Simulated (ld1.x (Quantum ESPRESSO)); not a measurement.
# S (Z = 16): one change to an ultrasoft potential, before and after

- Element: S
- Generator: ld1.x (Quantum ESPRESSO) 7.5
- Type: ultrasoft
- Functional: PBE
- Relativity: scalar-relativistic
- Frozen core: [Ne]
- Valence charge: 6
- Reference configuration: 3s1.5 3p4.5
- Partial waves: 3s (bound): rcut 0.95, rcutus 1.30 bohr; 3s channel at -0.3 Ry: rcut 0.95, rcutus 1.30 bohr; 3p (bound): rcut 0.95, rcutus 1.20 bohr; 3p channel at 2.6 Ry: rcut 0.95, rcutus 1.20 bohr; 3d channel at 0.05 Ry: rcut 0.80, rcutus 1.05 bohr
- Local potential: all-electron potential smoothed inside 0.80 bohr (lloc = -1)
- Core correction: Bessel-smoothed model core inside 1.05 bohr
- Augmentation charge: PSQ, inside the norm-conserving radii

Change: all radii but the core radius scaled by about 1.31 (s 1.70, p 1.58, d 1.38 bohr, rcut 1.24/1.24/1.06); local potential all-electron potential smoothed inside 1.06 bohr (lloc = -1).

Cutoffs: the cutoffs (Ry, on a coarse ladder) from which the occupation-weighted sum of valence levels, in a spherical-Bessel basis at the reference potential, stays within 10 and 1 mRy of its value at 400 Ry; they do not see the model core or the augmentation charge, which bear on the density cutoff. Errors are all-electron minus pseudo energies relative to the spin-unpolarised reference configuration.

**Question.** Predict the effect on cutoff, ghosts and configuration errors.

**Answer.** The potential gets softer (30 Ry and 50 Ry → 18 Ry and 30 Ry); the bound ghost in s disappears; of the 7 tests that both files solve, the error grows in 1 and shrinks in 5 by more than 15 % and 0.3 meV (median size 1.5 → 0.6 meV). A larger radius leaves more room for a smooth pseudo-wave, so fewer plane waves are needed.

| quantity | base | changed |
| --- | --- | --- |
| cutoff, loose | 30 Ry | 18 Ry |
| cutoff, tight | 50 Ry | 30 Ry |
| loose cutoff by channel (10 mRy a level) | s 18 Ry, p 10 Ry | s 6 Ry, p 12 Ry |
| bound ghosts | s | none |
| error for 3s2 3p4, meV [ΔE -5.14 eV] | +0.3 | +0.2 |
| error for 3s2 3p3, meV [ΔE 6.63 eV] | +1.2 | +0.1 |
| error for 3s2 3p2, meV [ΔE 28.91 eV] | +11 | +3.4 |
| error for 3s2 3p4.3, meV [ΔE -6.85 eV] | +0.7 | +0.3 |
| error for 3s0 3p6, meV [ΔE 15.60 eV] | +1.5 | +0.6 |
| error for 3s2 3p0, meV [ΔE 109.75 eV] | +16 | +59 |
| error for 3s1 3p4, meV [ΔE 17.51 eV] | +2.2 | -0.6 |
| lowest overlap eigenvalue by channel | s 0.49, p 0.75, d 1.00 | s 0.37, p 0.73, d 1.00 |

 A true bound ghost makes a file unfit for plane-wave use even where its test errors are small: the radial tests pick states by their node count and pass the ghost by.
